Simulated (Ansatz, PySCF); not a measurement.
Breaking a bond: HI, singlet.

Methods: UHF/def2-TZVP, def2 effective core potentials past Kr (PySCF); RHF/def2-TZVP, def2 effective core potentials past Kr (PySCF); UKS-wB97X-V = PySCF 2.14.0 with unrestricted wB97X-V/def2-TZVP, def2 effective core potentials past Kr; RKS-wB97X-V = restricted wB97X-V/def2-TZVP, def2 effective core potentials past Kr run with PySCF 2.14.0; UKS-r2SCAN = PySCF with unrestricted r2SCAN/def2-TZVP, def2 effective core potentials past Kr; RKS-r2SCAN = restricted r2SCAN/def2-TZVP, def2 effective core potentials past Kr (PySCF); UKS-B3LYP = unrestricted B3LYP/def2-TZVP, def2 effective core potentials past Kr (PySCF 2.14.0); RKS-B3LYP = restricted B3LYP/def2-TZVP, def2 effective core potentials past Kr (PySCF); UKS-PBE = unrestricted PBE/def2-TZVP, def2 effective core potentials past Kr in Ansatz (a first-principles code); RKS-PBE = restricted PBE/def2-TZVP, def2 effective core potentials past Kr run with Ansatz; UKS-B3LYP/LANL2DZ = unrestricted B3LYP/LANL2DZ, with its core potentials past Ne (PySCF); RKS-B3LYP/LANL2DZ = restricted B3LYP/LANL2DZ, with its core potentials past Ne in PySCF.

Scanned distances (Å): 1.28, 1.36, 1.47, 1.50, 1.57, 1.61, 1.66, 1.71, 1.75, 1.88, 1.98, 2.19, 2.42, 2.68, 2.91, 3.23, 3.51, 3.97, 4.33, 4.81, 5.70, 6.44.

Task: Where does the unrestricted solution first break spin symmetry (<S²> of 0.01 or more)?

Result: UHF: between 1.98 and 2.19 Å; UKS-wB97X-V: between 2.19 and 2.42 Å; UKS-r2SCAN: between 2.19 and 2.42 Å; UKS-B3LYP: between 2.19 and 2.42 Å; UKS-PBE: between 2.42 and 2.68 Å; UKS-B3LYP/LANL2DZ: between 2.19 and 2.42 Å.

```csv
R / Å,<S²> UHF,E(RHF) − E(UHF) / kcal/mol,<S²> UKS-wB97X-V,E(RKS-wB97X-V) − E(UKS-wB97X-V) / kcal/mol,<S²> UKS-r2SCAN,E(RKS-r2SCAN) − E(UKS-r2SCAN) / kcal/mol,<S²> UKS-B3LYP,E(RKS-B3LYP) − E(UKS-B3LYP) / kcal/mol,<S²> UKS-PBE,E(RKS-PBE) − E(UKS-PBE) / kcal/mol,<S²> UKS-B3LYP/LANL2DZ,E(RKS-B3LYP/LANL2DZ) − E(UKS-B3LYP/LANL2DZ) / kcal/mol
1.28,0.00,0.0,0.00,0.0,0.00,0.0,0.00,0.0,0.00,0.0,0.00,0.0
1.36,0.00,0.0,0.00,0.0,0.00,0.0,0.00,0.0,0.00,0.0,0.00,0.0
1.47,0.00,0.0,0.00,0.0,0.00,0.0,0.00,0.0,0.00,0.0,0.00,0.0
1.50,0.00,0.0,0.00,0.0,0.00,0.0,0.00,0.0,0.00,0.0,0.00,0.0
1.57,0.00,0.0,0.00,0.0,0.00,0.0,0.00,0.0,0.00,0.0,0.00,0.0
1.61,0.00,0.0,0.00,0.0,0.00,0.0,0.00,0.0,0.00,0.0,0.00,0.0
1.66,0.00,0.0,0.00,0.0,0.00,0.0,0.00,0.0,0.00,0.0,0.00,0.0
1.71,0.00,0.0,0.00,0.0,0.00,0.0,0.00,0.0,0.00,0.0,0.00,0.0
1.75,0.00,0.0,0.00,0.0,0.00,0.0,0.00,0.0,0.00,0.0,0.00,0.0
1.88,0.00,0.0,0.00,0.0,0.00,0.0,0.00,0.0,0.00,0.0,0.00,0.0
1.98,0.00,0.0,0.00,0.0,0.00,0.0,0.00,0.0,0.00,0.0,0.00,0.0
2.19,0.45,5.0,0.00,0.0,0.00,0.0,0.00,0.0,0.00,0.0,0.00,0.0
2.42,0.72,18.1,0.30,1.4,0.25,0.8,0.08,0.1,0.00,0.0,0.11,0.2
2.68,0.87,35.2,0.68,10.2,0.55,6.2,0.49,4.0,0.35,1.0,0.51,4.5
2.91,0.94,49.8,0.84,20.5,0.72,12.2,0.72,9.9,0.67,5.5,0.73,10.9
3.23,0.98,67.3,0.94,34.5,0.87,20.4,0.88,18.7,0.85,12.9,0.88,20.0
3.51,1.00,79.9,0.98,45.2,0.94,26.5,0.94,25.4,0.92,18.5,0.94,27.0
3.97,1.01,95.5,1.00,59.0,0.99,—,0.99,33.6,0.97,25.1,0.98,35.5
4.33,1.01,104.3,1.00,67.0,1.00,—,1.00,37.8,0.99,28.4,0.99,39.9
4.81,1.01,112.8,1.00,74.7,1.00,—,1.00,41.5,1.00,31.0,1.00,43.6
5.70,1.01,122.4,1.00,83.5,1.00,—,1.00,45.0,1.00,33.1,1.00,46.9
6.44,1.01,127.1,1.00,87.9,1.00,—,1.00,46.3,1.00,33.7,1.00,48.1
```

Dashes: no converged value, or the column stops at the first point that the program doubted or that broke a chosen test of continuity, which isn't proof of a fault.
